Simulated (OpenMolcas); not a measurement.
# What dynamic correlation does to the levels of Re3+

```json
{
  "Program": "OpenMolcas",
  "Basis": "ANO-RCC-VTZP [8s7p5d3f2g1h]",
  "Scalar Hamiltonian": "DKH2, point nucleus",
  "Active space": "4 electrons in 5 orbitals (5d)",
  "State averaging": "2S+1 = 5 even, 5 roots; 2S+1 = 3 even, 45 roots kept (CI in the orbitals of an earlier block); 2S+1 = 1 even, 50 roots kept (CI in the orbitals of an earlier block)",
  "Spin-orbit coupling": "state interaction with AMFI integrals over the reference wave functions, term energies averaged over their components"
}
```

Methods on the same reference wave functions:
A. CASSCF
B. SS-CASPT2, IPEA 0.25 Eh, imaginary shift 0.1 Eh (closed shells correlated: 5s 5p)
C. MS-CASPT2, IPEA 0.25 Eh, imaginary shift 0.1 Eh (closed shells correlated: 5s 5p)

Energies in eV above 5d4 5D0, the measured ground level; measured values from the list in Brasseur, Gamrath and Quinet, At. Data Nucl. Data Tables 157, 101636 (2024).

```csv
Level,A,B,C,Measured
5d4 5D0 [69 %],0.0000,0.0000,0.0000,0.0000
5d4 5D1,0.3050,0.384,0.382,0.3824
5d4 5D2,0.6372,0.751,0.746,0.7413
5d4 5D3,0.9444,1.054,1.048,1.0353
5d4 5D4,1.2131,1.288,1.282,1.2549
5d4 3P0(1) [58 %],2.2123,1.937,1.931,
5d4 3H4 [58 %],2.3878,2.260,2.253,2.1011
5d4 3H5,2.8829,2.771,2.766,2.5949
5d4 3G3 [59 %],2.8912,2.662,2.656,2.4570
5d4 3P1(1),2.9628,2.606,2.595,2.3978
5d4 3F2(1) [72 %],3.0276,2.699,2.693,2.4611
5d4 3H6,3.1259,3.017,3.012,2.8387
5d4 3P2(1) [60 %],3.6821,3.280,3.260,
5d4 3F3(1) [56 %],3.8274,3.542,3.535,3.2826
5d4 3D3 [63 %],4.1371,3.767,3.761,3.5368
5d4 3G5,4.1402,3.959,3.953,3.7259
5d4 1I6,4.4198,4.247,4.242,4.0166
5d4 3D1,4.5628,4.181,4.179,3.9108
5d4 1G4(1) [52 %],5.0665,4.776,4.772,
5d4 1S0(1),5.2550,4.821,4.794,4.5235
5d4 1F3 [69 %],5.7307,5.112,5.107,4.7682
5d4 3P2(2),6.3223,5.583,5.591,
5d4 3F4(2) [69 %],6.5192,5.915,5.907,
5d4 3F2(2) [75 %],6.7536,6.115,6.113,
```

Deviations, from unrounded energies. A percentage is the sum of absolute deviations over the sum of measured energies, with the sign that they share, or ± where signs differ.

| Against measurement | Levels | A | B | C |
| --- | --- | --- | --- | --- |
| mean absolute deviation (cm-1) | 17 | 3300 | 1500 | 1400 |
| fine structure of the ground term (%) | 4 | -9.2 | +1.8 | ±1.3 |
| other terms of the ground configuration (%) | 13 | +15.8 | +7.1 | +6.9 |

B, C lie about equally close to measurement and A furthest from it. The largest miss of C in the table is 5d4 1F3 [69 %], by +2700 cm-1. The ranking rests on the paired levels alone, and a cruder setting can come out closer through cancelling errors.

Between B and C the level of the table that moves most is 5d4 1S0(1), by 210 cm-1 (lowest in C, highest in B). Moves below CASPT2's spread within the term are not significant.

The mean deviations of B to C differ by less than CASPT2's widest spread within a term (1000 cm-1), so their order carries little weight.

From A to B the spin-free energies of the other terms of 5d4 shown, above 5D, scale by factors of 0.76 to 0.89, as is usual when dynamic correlation screens the repulsion within a d or f shell.

The lowest spin-free term lies below A's lowest term by 0.276 hartree in B, 0.276 hartree in C.

Term energies are means over components that CASPT2 splits; among the terms shown or strongly mixed into the levels shown the widest spread is 1000 cm-1 (5d4 1I, C). Terms from blocks run as CI alone lack orbitals of their own. The CASPT2 spread within a term exceeds the gap to the next term for 5d4 3D and 5d4 1I, so the order of their levels is uncertain (figures for B; the like holds for C). Without dynamic correlation excited terms often stand tens of per cent too high (terms of higher spin than the ground term too low), and those without a measured partner can miss by more than the paired ones (holds for A). Some levels mix across a computed gap that differs much from the measured one, so their mixing is not that of the real levels (holds for A). Measured partners are found by configuration, term and J. A level has none where our copy of the source lacks it or the pairing is in doubt (some pairs that miss far off the trend of their configuration count as doubtful), and it then counts in no deviation. Levels of configurations outside the active space are missing. Levels that lie high or do not pair safely by name in every column are left out.

A share in square brackets marks a mixed level and gives the weight of the term that names it, the lowest over the columns. A number in round brackets counts repeated terms of one configuration in the order of the reference energies.
